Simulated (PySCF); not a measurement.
## Computed vibrations of [Nd(H2O)3]2+

[Nd(H2O)3]2+ (singlet in the valence; each metal's 4f electrons, 4 of them, lie in its core potential, out of spins and levels). PySCF 2.14.0, RKS PBE0, Nd lcecp-0-SVP with ECP50, O def2-SVP, H def2-SVP; non-relativistic Hamiltonian with scalar-relativistic core potentials where named; density fitting; no spin-orbit coupling. Central differences of gradients.

```xyz
10

Nd    0.0000    0.0000    0.0000
O     2.5484    0.0000    0.0000
H     3.1508    0.0000    0.7632
H     3.1508    0.0000   -0.7632
O    -1.2742    2.2070    0.0000
H    -1.5754    2.7287    0.7632
H    -1.5754    2.7287   -0.7632
O    -1.2742   -2.2070    0.0000
H    -1.5754   -2.7287    0.7632
H    -1.5754   -2.7287   -0.7632
```

Run from Python with OMP_NUM_THREADS=2. Where DIIS fails, smearing, a level shift and second-order steps follow.
It took 44 s on 2 threads of Arm Neoverse V1, with other jobs on the host.

(1) What are the harmonic wavenumbers and infrared intensities?

(2) Is this a minimum?

An lcecp potential fixes the number of 4f electrons, so in runs with it no electron can move into or out of that shell; real Nd(II) is rare or takes another configuration.

## Answers

(1) Modes are labelled in D3h; negative numbers are unstable modes, those under 60 cm⁻¹ near the noise; a finer grid moves soft modes by up to 10 cm⁻¹.
```tsv
cm⁻¹	km/mol	symmetry
-115	–	a1''
-98	–	e''
-98	–	e''
-19	–	a2''
20	1.9	e'
20	1.9	e'
277	0.0	a1'
286	13.7	e'
286	13.7	e'
492	0.0	e''
492	0.0	e''
497	0.0	a2'
506	257.8	a2''
523	499.5	e'
523	499.5	e'
1680	147.7	e'
1680	147.7	e'
1682	0.0	a1'
3775	317.5	e'
3775	317.5	e'
3779	0.0	a1'
3835	0.0	e''
3835	0.0	e''
3836	740.1	a2''
```

(2) No: 3 unstable (and 1 more above −25 cm⁻¹, within the noise); the lowest moves the atoms so:
```
Nd   0.00  0.00  0.00
O    0.00  0.00  0.00
H    0.00 -0.41  0.00
H    0.00  0.41  0.00
O    0.00  0.00  0.00
H    0.35  0.20  0.00
H   -0.35 -0.20  0.00
O    0.00  0.00  0.00
H   -0.35  0.20  0.00
H    0.35 -0.20  0.00
```
